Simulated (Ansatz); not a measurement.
Consider the ligand exchange at the Si–S bond: `CS[Si]N` + H–F → `N[Si]F` + CH₃SH.

Gas-phase electronic energies from Ansatz, PBE0-D4/def2-TZVP geometries. CCSD(T)/CBS adds triple-zeta CCSD(T) − MP2 to the extrapolated MP2 energy (def2 sets, frozen cores). This one scheme is used for every species. Functionals use def2-TZVPP. HSE06 is defined as in plane-wave codes. Each species was taken in one conformer, which may not be the lowest.

| level | ΔE (kJ/mol) | difference from CCSD(T)/CBS |
| --- | --- | --- |
| PBE-D4 | -57.3 | 10.8 |
| B97M-V | -77.7 | -9.6 |
| BHLYP-D4 | -78.8 | -10.7 |
| PBE-QIDH | -64.9 | 3.2 |
| PBE | -64.2 | 3.9 |
| r2SCAN0 | -70.0 | -1.9 |
| HSE06 | -64.6 | 3.5 |
| RPA@PBE/def2-TZVPP | -77.5 | -9.4 |
| HF/def2-SVP | -89.3 | -21.2 |
| MP2/def2-QZVPP | -63.5 | 4.6 |
| CCSD(T)/CBS | -68.1 | 0 |

Task: What do rigid-rotor, harmonic-oscillator terms from PBE0-D4/def2-TZVP frequencies (298.15 K, 1 bar) make of the CCSD(T)/CBS value? (An estimate is asked.)

Result: Computed: ΔZPE = -1.6 kJ/mol, ΔH = -73.0 kJ/mol, ΔS = 18 J/(mol·K), ΔG = -78.4 kJ/mol.

Largest T1 diagnostic among the species: 0.014.

The D4 term adds +11.2 kJ/mol with B3LYP and +6.0 kJ/mol with PBE0; it sums over pairs of atoms, weighted by their polarisabilities, and B3LYP, whose exchange is more repulsive, gets the larger term. From BLYP to BHLYP (50 % exact exchange), in def2-TZVPP and without D4, ΔE moves by −3.7 kJ/mol.

B3LYP here is the variant with VWN-RPA as its local correlation; programs differ in this.
